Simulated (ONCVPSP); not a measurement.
C: one change to an ONCV potential, before and after

```
Element                 : C (Z = 6)
Generator               : ONCVPSP 4.0.1
Type                    : optimised norm-conserving Vanderbilt (ONCV)
Functional              : LDA (Perdew-Zunger)
Relativity              : scalar-relativistic
Frozen core             : [He]
Valence charge          : 4
Reference configuration : 2s2 2p1.5 (charge +0.5)
Partial waves           : 2s: rc 1.10 bohr, ncon 5, nbas 8, qcut 7.4 1/bohr, 3 projectors, debl 1.8 Ha; 2p: rc 2.95 bohr, ncon 3, nbas 7, qcut 5.8 1/bohr, 2 projectors, debl 2.9 Ha; d scattering state at 0.46 Ha: rc 3.00 bohr, ncon 4, nbas 7, qcut 2.9 1/bohr, 2 projectors, debl 1.5 Ha
Local potential         : polynomial inside 0.70 bohr (lpopt 4, dvloc0 -1 Ha)
Core correction         : Teter function, fcfact 3, rcfact 1
```

All-electron outer shells of the reference configuration (LDA (Perdew-Zunger), scalar-relativistic, ld1.x):

| shell | level (eV) | outermost node (bohr) | outermost maximum (bohr) |
| --- | --- | --- | --- |
| 1s | -277.64 | – | 0.18 |
| 2s | -19.25 | 0.38 | 1.20 |
| 2p | -10.85 | – | 1.14 |

Change: reference 2s2; wave 2p: rc 2.95 bohr, ncon 3, nbas 7, qcut 5.8 1/bohr, 2 projectors, debl 2.9 Ha becomes p scattering state at 0.23 Ha: rc 2.95 bohr, ncon 3, nbas 7, qcut 5.8 1/bohr, 2 projectors, debl 2.9 Ha. In the p channel the program set the typed energies aside and used -1.170, 0.050 Ha. In the d channel the program set the typed energies aside and used 0.050, 1.550 Ha.

Cutoffs: the cutoffs (Ha) at which the residual kinetic energy of the hardest occupied pseudo-wave falls to 1 and 0.1 mHa per electron; they do not see the model core or the augmentation charge, which bear on the density cutoff. Errors are all-electron minus pseudo energies relative to the spin-unpolarised reference configuration.

**Question.** What does the change do?

**Answer.** The potential gets neither clearly harder nor softer (21 Ha and 27 Ha → 22 Ha and 29 Ha); both files keep a bound ghost (d, s); the number of tests with a reliable result goes from 3 to 4; the range in which the p phases agree widens (upper end -0.3 → 1.1); the range in which the d phases agree narrows (upper end 3.6 → 0.9).

```tsv
quantity	base	changed
cutoff, loose	21 Ha	22 Ha
cutoff, tight	27 Ha	29 Ha
bound ghosts	s, d	s, d
GHOST(+) flags under 300 eV	none	none
tests with a reliable result	3 of 4	4 of 4
s: phases at 1.12 bohr within 0.05 rad from the reference energy up to (Ha; the scan ends near 5)	to the end of the scan	to the end of the scan
p: phases at 3.00 bohr within 0.05 rad from the reference energy up to (Ha; the scan ends near 5)	-0.3	1.1
d: phases at 3.05 bohr within 0.05 rad from the reference energy up to (Ha; the scan ends near 5)	3.6	0.9
rms error of d²Exc/dni dnj with the model core, mHa	2.35	5.15
```

 A true bound ghost makes a file unfit for plane-wave use even where its test errors are small: the radial tests pick states by their node count and pass the ghost by.
